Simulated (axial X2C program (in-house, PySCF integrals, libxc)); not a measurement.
Outer orbitals of TaCl at 2.284 Å, HF

Computed with an axial X2C code built on PySCF integrals. Spin-free means the one-electron spin-free X2C Hamiltonian; two-component (2c) means X2C with spin–orbit coupling and atomic mean-field two-electron Coulomb and Gaunt terms, so the difference of the two also holds small scalar two-electron terms. Basis: Ta dyall-cv3z [13s14p9d7f4g], Cl dyall-av3z [9s8p3d2f] (cores contracted in-house); Gaussian nuclei, density fitting, unrestricted open shells. Masses: Ta 180.948 u, Cl 34.969 u.

The distance is close to the 2c PBE0 minimum; the highest filled and lowest empty levels are listed.

Spin-free orbitals, state M_S = 2, Λ = 1 (beyond evenly filled blocks: σα, π+α, δ+α, δ-α) (Löwdin shares):

```csv
symmetry,occupied,ε (eV),atomic character
σβ,yes,-28.76,"75% Cl s, 8% Ta d, 7% Ta p"
σα,yes,-28.68,"74% Cl s, 8% Ta d, 7% Ta p"
σα,yes,-13.57,"80% Cl p, 9% Ta d, 5% Ta s"
σβ,yes,-13.43,"82% Cl p, 8% Ta d, 3% Ta s"
π+α,yes,-12.73,"73% Cl p, 19% Ta d, 4% Ta f"
π-β,yes,-12.33,"82% Cl p, 7% Ta d, 5% Ta f"
π+β,yes,-12.33,"82% Cl p, 7% Ta d, 5% Ta f"
π-α,yes,-12.25,"80% Cl p, 9% Ta d, 5% Ta f"
δ+α,yes,-8.85,99% Ta d
δ-α,yes,-8.38,99% Ta d
σα,yes,-8.37,"61% Ta s, 18% Ta d, 9% Ta p"
π+α,yes,-8.00,"71% Ta d, 13% Ta p, 11% Cl p"
σβ,no,0.14,"70% Ta s, 22% Ta p, 4% Cl s"
π-α,no,0.23,"77% Ta p, 20% Ta d, 3% Cl p"
σα,no,0.37,"62% Ta p, 30% Ta d, 4% Ta s"
π+α,no,0.70,"83% Ta p, 7% Ta d, 5% Cl p"
```

Spinors with spin–orbit coupling (state Ω = 1):

```tsv
ω	occupied	ε (eV)	atomic character	λ mixture
-1/2	yes	-28.82	74% Cl s, 8% Ta d, 7% Ta p	100% σ
1/2	yes	-28.72	74% Cl s, 8% Ta d, 7% Ta p	100% σ
1/2	yes	-13.62	80% Cl p, 9% Ta d, 5% Ta s	100% σ
-1/2	yes	-13.53	81% Cl p, 9% Ta d, 4% Ta s	99% σ, 1% π
-1/2	yes	-12.77	74% Cl p, 18% Ta d, 4% Ta f	99% π, 1% σ
1/2	yes	-12.44	82% Cl p, 7% Ta d, 5% Ta f	100% π
-3/2	yes	-12.35	82% Cl p, 7% Ta d, 5% Ta f	100% π
3/2	yes	-12.26	80% Cl p, 9% Ta d, 5% Ta f	100% π
-3/2	yes	-9.14	99% Ta d	99% δ, 1% π
1/2	yes	-8.42	60% Ta s, 19% Ta d, 8% Ta p	100% σ
5/2	yes	-8.14	99% Ta d	100% δ
-1/2	yes	-8.11	69% Ta d, 16% Ta p, 10% Cl p	97% π, 3% σ
-1/2	no	0.15	69% Ta s, 22% Ta p, 4% Cl s	98% σ, 2% π
3/2	no	0.33	78% Ta p, 19% Ta d, 3% Cl p	100% π
1/2	no	0.41	63% Ta p, 28% Ta d, 5% Ta s	100% σ
-1/2	no	0.68	81% Ta p, 7% Ta d, 5% Cl p	99% π, 1% σ
```

**Question.** How does the gap between the highest filled and lowest empty level change from the spin-free to the 2c table?

**Answer.** From 8.14 to 8.26 eV at HF, a change of 0.12 eV.

Mulliken charges and populations of the two-component result (they depend on the basis, above all on diffuse functions):

Ta 0.44 e (s 10.87 p 24.27 d 23.35 f 14.05 g 0.01), Cl -0.44 e (s 5.96 p 11.45 d 0.03). ⟨Lz⟩ = -0.95 ħ and ⟨Sz⟩ = 1.95 ħ (1.98 and -0.03 on the two atoms), which add up to Ω.

The state is one determinant whose occupation by symmetry is held fixed; it was picked as the lowest of a PBE0 search that is not exhaustive. Other states lie close and PBE0, whose exact exchange favours high spin, may order them wrongly; the determinant shown need not be the ground state. The nearest other spin-free determinant of the search, M_S = 1, Λ = 0, lies 0.12 eV up at the distance of the search. With several unpaired electrons one determinant need not be a pure state. Open-shell Ω = 0 determinants with evenly filled partner blocks cannot be reached by this program, so the Ω shown need not be the lowest component.
